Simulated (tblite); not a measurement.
Compound: C7H3O3 (doublet state).
SMILES with atom numbers: `[O:1]=[C:2]([OH:3])[C:4]#[C:5][c:6]1[cH:7][cH:8][c:9][o:10]1` (hydrogens: H11 on O3; H12 on C7; H13 on C8)

Structure used (GFN2-xTB), in Å, numbered top down from 1:
```
atom  x, y, z in Å
O1     3.601    1.015   -0.338
C2     3.009    0.012   -0.031
O3     3.614   -1.134    0.313
C4     1.582   -0.102    0.012
C5     0.371   -0.090    0.018
C6    -1.018   -0.124    0.039
C7    -1.949    0.855   -0.239
C8    -3.230    0.272   -0.054
C9    -2.952   -1.004    0.317
O10   -1.677   -1.278    0.384
H11    4.576   -1.022    0.277
H12   -1.748    1.864   -0.536
H13   -4.183    0.737   -0.179
```

Computed with GFN2-xTB (tblite): harmonic, unscaled wavenumbers at the GFN2-xTB geometry, gas phase. This tight-binding method is rough: wavenumbers can miss measured ones by several per cent, in bad cases by 10 to 20. One conformer, not necessarily the lowest. Open shells enter through the occupations alone, without spin polarisation, and single modes of such species can be off by tens of per cent.

Harmonic wavenumbers (cm⁻¹): 41.8, 62.7, 78.7, 143.1, 189.6, 337.8, 383.3, 422.7, 458.5, 543.0, 587.9, 603.8, 611.6, 698.8, 794.8, 823.7, 829.3, 843.8, 954.6, 1018.8, 1093.6, 1114.9, 1164.1, 1220.8, 1265.4, 1312.4, 1437.9, 1556.4, 1751.5, 2278.2, 3175.8, 3210.4, 3455.1.

A = 5422, B = 548.0, C = 497.7 MHz; mass 135.008 u (most abundant isotopes); point group Cs, symmetry number 1; spin multiplicity 2.

Zero-point energy?

½Σν̃ = 17232 cm⁻¹ = 49.27 kcal/mol.

Entropy at 273.15 K, 1 bar (ideal gas, RRHO, classical rotation)?

Translation 40.20, rotation 29.50, vibration 23.69, spin (R ln 2) 1.38: S = 94.8 cal/(mol K).

And Cp and H(273.15 K) − H(0)?

Cp = 31.28 cal/(mol K), of which vibrations give 23.33 (their classical limit is 33 R = 65.6); H(273.15 K) − H(0) = 5.45 kcal/mol without the zero-point energy, 3.27 from vibrations.

Which modes carry the vibrational entropy at 273.15 K?

41.8 cm⁻¹: 5.00; 62.7 cm⁻¹: 4.20; 78.7 cm⁻¹: 3.75; 143.1 cm⁻¹: 2.60; 189.6 cm⁻¹: 2.07; 337.8 cm⁻¹: 1.09 cal/(mol K); the other 27 give 5.00 together.

What must be added to the electronic energy to get the Gibbs energy at 273.15 K and 1 bar?

ZPE + [H(273.15 K) − H(0)] − T·S = 49.27 + 5.45 − 25.89 = 28.83 kcal/mol.

Hindered rotation and anharmonicity are outside this model. Other conformers, if any are populated, would add a mixing term that is left out.

Hardware: one thread, Arm Neoverse V1 (aarch64), shared host. Cost: 0.42 s wall. The figure is for the frequency step alone.
